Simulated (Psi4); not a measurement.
C₄H₆BrF (SMILES C[C@@]1(Br)C[C@@H]1F), singlet, at a GFN2-xTB geometry; Psi4 1.11 with CAM-B3LYP/def2-TZVPPD.

Psi4 was given this input:
```
memory 2 GB

molecule mol {
0 1
C     1.650733   -1.292745   -0.291539
C     0.271501   -0.702241   -0.179611
Br    0.295038    1.240739   -0.175365
C    -0.912803   -1.353971   -0.836217
C    -0.776670   -1.370114    0.655903
F    -1.636639   -0.613505    1.383014
H     1.596016   -2.379589   -0.274376
H     2.276338   -0.959250    0.535158
H     2.118301   -0.979872   -1.223965
H    -1.680263   -0.713822   -1.245402
H    -0.763001   -2.273463   -1.381938
H    -0.540541   -2.283894    1.189971
}

set {
  basis def2-tzvppd
  reference rks
}

energy('cam-b3lyp')
print_variables()
```

It wrote (shortened):

```
   => Loading Basis Set <=

    Name: DEF2-TZVPPD
    Role: ORBITAL
    Keyword: BASIS

         ---------------------------------------------------------
                                   SCF
               by Justin Turney, Rob Parrish, Andy Simmonett
                          and Daniel G. A. Smith
                              RKS Reference
         ---------------------------------------------------------

  ==> Geometry <==

    Molecular point group: c1
    Full point group: C1

    Geometry (in Angstrom), charge = 0, multiplicity = 1:

       Center              X                  Y                   Z               Mass
    ------------   -----------------  -----------------  -----------------  -----------------
         C            1.663802624424    -1.424142576745    -0.306007185577    12.000000000000
         C            0.284570624424    -0.833638576745    -0.194079185577    12.000000000000
         BR           0.308107624424     1.109341423255    -0.189833185577    78.918337600000
         C           -0.899733375576    -1.485368576745    -0.850685185577    12.000000000000
         C           -0.763600375576    -1.501511576745     0.641434814423    12.000000000000
         F           -1.623569375576    -0.744902576745     1.368545814423    18.998403162730
         H            1.609085624424    -2.510986576745    -0.288844185577     1.007825032230
         H            2.289407624424    -1.090647576745     0.520689814423     1.007825032230
         H            2.131370624424    -1.111269576745    -1.238433185577     1.007825032230
         H           -1.667193375576    -0.845219576745    -1.259870185577     1.007825032230
         H           -0.749931375576    -2.404860576745    -1.396406185577     1.007825032230
         H           -0.527471375576    -2.415291576745     1.175502814423     1.007825032230

  Running in c1 symmetry.

  Rotational constants: A =      0.10653  B =      0.06123  C =      0.04596 [cm^-1]
  Rotational constants: A =   3193.73635  B =   1835.52452  C =   1377.92261 [MHz]
  Nuclear repulsion =  427.139012098635988

  Charge       = 0
  Multiplicity = 1
  Electrons    = 74
  Nalpha       = 37
  Nbeta        = 37

  ==> Algorithm <==

  SCF Algorithm Type is DF.
  DIIS enabled.
  MOM disabled.
  Fractional occupation disabled.
  Guess Type is SAD.
  Energy threshold   = 1.00e-06
  Density threshold  = 1.00e-06
  Integral threshold = 1.00e-12

  ==> Primary Basis <==

  Basis Set: DEF2-TZVPPD
    Blend: DEF2-TZVPPD
    Number of shells: 127
    Number of basis functions: 347
    Number of Cartesian functions: 391
    Spherical Harmonics?: true
    Max angular momentum: 3

  ==> DFT Potential <==

   => LibXC <=

    Version 7.1.2
    S. Lehtola, C. Steigemann, M. J. T. Oliveira, and M. A. L. Marques,  SoftwareX 7, 1–5 (2018) (10.1016/j.softx.2017.11.002)

   => Composite Functional: CAM-B3LYP <=

    CAM-B3LYP Hyb-GGA Exchange-Correlation Functional

    T. Yanai, D. P. Tew, and N. C. Handy,  Chem. Phys. Lett. 393, 51 (2004) (10.1016/j.cplett.2004.06.011)

    Deriv               =              1
    GGA                 =           TRUE
    Meta                =          FALSE

    Exchange Hybrid     =           TRUE
    MP2 Hybrid          =          FALSE

   => Exchange Functionals <=

    0.3500         Becke 88 [omega = 0.3300]
    0.4600   Short-range recipe for B88 functional - erf [omega = 0.3300]

   => Exact (HF) Exchange <=

    0.4600            HF,LR [omega = 0.3300]
    0.1900               HF

   => Correlation Functionals <=

    0.1900   Vosko, Wilk & Nusair (VWN5)
    0.8100   Lee, Yang & Parr

   => LibXC Density Thresholds  <==

    XC_HYB_GGA_XC_CAM_B3LYP:  1.00E-14

   => Molecular Quadrature <=

    Radial Scheme          =       TREUTLER
    Pruning Scheme         =           NONE
    Nuclear Scheme         =       TREUTLER

    Blocking Scheme        =         OCTREE
    BS radius alpha        =              1
    Pruning alpha          =              1
    Radial Points          =             75
    Spherical Points       =            302
    Total Points           =         256872
    Total Blocks           =           1963
    Max Points             =            256
    Max Functions          =            336
    Weights Tolerance      =       1.00E-15

   => Loading Basis Set <=

    Name: (DEF2-TZVPPD AUX)
    Role: JKFIT
    Keyword: DF_BASIS_SCF

  ==> Integral Setup <==

  ==> DiskDFJK: Density-Fitted J/K Matrices <==

    J tasked:                  Yes
    K tasked:                  Yes
    wK tasked:                 Yes
    Omega:               3.300E-01
    Integrals threads:           1
    Algorithm:                Disk
    Integral Cache:           NONE
    Schwarz Cutoff:          1E-12
    Fitting Condition:       1E-10

   => Auxiliary Basis Set <=

  Basis Set: (DEF2-TZVPPD AUX)
    Blend: DEF2-UNIVERSAL-JKFIT
    Number of shells: 221
    Number of basis functions: 751
    Number of Cartesian functions: 940
    Spherical Harmonics?: true
    Max angular momentum: 5

  Minimum eigenvalue in the overlap matrix is 3.3874060878E-06.
  Reciprocal condition number of the overlap matrix is 2.1877550026E-07.
    Using symmetric orthogonalization.

  ==> Pre-Iterations <==

  SCF Guess: Superposition of Atomic Densities via on-the-fly atomic UHF (no occupation information).

   -------------------------
    Irrep   Nso     Nmo
   -------------------------
     A        347     347
   -------------------------
    Total     347     347
   -------------------------

  ==> Iterations <==

                           Total Energy        Delta E     RMS |[F,P]|

   @DF-RKS iter SAD: -2828.41737459981869   -2.82842e+03   0.00000e+00
   @DF-RKS iter   1: -2829.57996629185254   -1.16259e+00   4.67617e-03 ADIIS/DIIS
   @DF-RKS iter   2: -2829.73937085872058   -1.59405e-01   3.92679e-03 ADIIS/DIIS
   @DF-RKS iter   3: -2830.11035458621018   -3.70984e-01   2.26168e-04 ADIIS/DIIS
   @DF-RKS iter   4: -2830.11217068553469   -1.81610e-03   1.48629e-04 ADIIS/DIIS
   @DF-RKS iter   5: -2830.11337646276525   -1.20578e-03   1.97154e-05 DIIS
   @DF-RKS iter   6: -2830.11339247565957   -1.60129e-05   8.27005e-06 DIIS
   @DF-RKS iter   7: -2830.11339520520823   -2.72955e-06   2.39568e-06 DIIS
   @DF-RKS iter   8: -2830.11339545662349   -2.51415e-07   5.82561e-07 DIIS
  Energy and wave function converged.

  ==> Post-Iterations <==

   Electrons on quadrature grid:
      Ntotal   =   74.0000341096 ; deviation = 3.411e-05

    Orbital Energies [Eh]
    ---------------------

    Doubly Occupied:

[...]
      37A     -0.331606

    Virtual:

[...]
     347A     57.664769

    Final Occupation by Irrep:
              A
    DOCC [    37 ]
    NA   [    37 ]
    NB   [    37 ]

  @DF-RKS Final Energy: -2830.11339545662349

   => Energetics <=

    Nuclear Repulsion Energy =            427.1390120986359875
    One-Electron Energy =               -4780.9716889373257800
    Two-Electron Energy =                1620.2846734997131080
    DFT Exchange-Correlation Energy =     -96.5653921176470931
    Empirical Dispersion Energy =           0.0000000000000000
    VV10 Nonlocal Energy =                  0.0000000000000000
    Total Energy =                      -2830.1133954566239481

Computation Completed

Properties will be evaluated at   0.000000,   0.000000,   0.000000 [a0]

Properties computed using the SCF density matrix

 Multipole Moments:

 ------------------------------------------------------------------------------------
     Multipole            Electronic (a.u.)      Nuclear  (a.u.)        Total (a.u.)
 ------------------------------------------------------------------------------------

 L = 1.  Multiply by 2.5417464519 to convert [e a0] to [Debye]
 Dipole X            :         -1.4222866            1.8276433            0.4053567
 Dipole Y            :         17.3324827          -18.3745945           -1.0421118
 Dipole Z            :          1.6071172           -2.0231989           -0.4160817
 Magnitude           :                                                    1.1930780

 ------------------------------------------------------------------------------------

  Variable Map:
  ----------------------------------------------------------------------------
[...]
  Array Variable Map:
  ----------------------------------------------------------------------------
[...]
[...]
```
